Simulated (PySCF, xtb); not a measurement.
Ta(O)(NH2)3 (H₆N₃OTa), SMILES [NH2][Ta]([NH2])([NH2])=[O], multiplicity 1.

GFN2-xTB run with xtb at its own geometry gives an orbital gap of 3.76 eV and a dipole moment of 6.22 D.

Coordinates come from a B3LYP-D3(BJ)/def2-SVP optimisation. The multiplicity is an assumed one; no other spin state was optimised. The structure was generated by enumeration; whether it is a known compound was not checked. The def2 effective core potentials stand for the cores of Ta; spin–orbit coupling is left out. One conformer was computed; it need not be the lowest.

**Question.** What does PBE/def2-TZVP in PySCF give? (Estimate from the structure and the level; the computed values follow.)

**Answer.** gap 4.77 eV (levels -5.57 and -0.80 eV), dipole 3.74 D.
